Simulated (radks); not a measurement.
Coulomb parameter of the 3d shell of neutral iron in the model configuration [Ar] 3d4.5 4s2 4p1.5, as a second difference U = [E(n + 0.5) + E(n - 0.5) - 2 E(n)] / (0.5)^2 with all orbitals relaxed. "Bare": the charge of the atom changes with n. "Screened": the 4p shell takes up the change at fixed total charge, which measures U(3d,3d) + U(4p,4p) - 2 U(3d,4p). Method: Dirac Kohn-Sham, LDA (Slater exchange, Perdew-Wang correlation), spin-unpolarised, spherical densities, finite nucleus; open shells are shared between the two j in proportion to 2j + 1; Fermi nuclear charge, rms radius 3.7377 fm; computed with a radial shooting solver on a logarithmic mesh with Libxc functionals.

case,configuration,E - E(n) (eV)
start,[Ar] 3d4.5 4s2 4p1.5,0.000
bare +0.5,[Ar] 3d5 4s2 4p1.5,-7.299
bare -0.5,[Ar] 3d4 4s2 4p1.5,10.802
screened +0.5,[Ar] 3d5 4s2 4p1,-6.541
screened -0.5,[Ar] 3d4 4s2 4p2,8.086

U(bare) = 14.009 eV, U(screened by 4p) = 6.181 eV, against the Slater integral F0(3d,3d) = 25.251 eV with frozen orbitals. The step up makes a negative ion, whose loosely bound charge lowers the bare value.
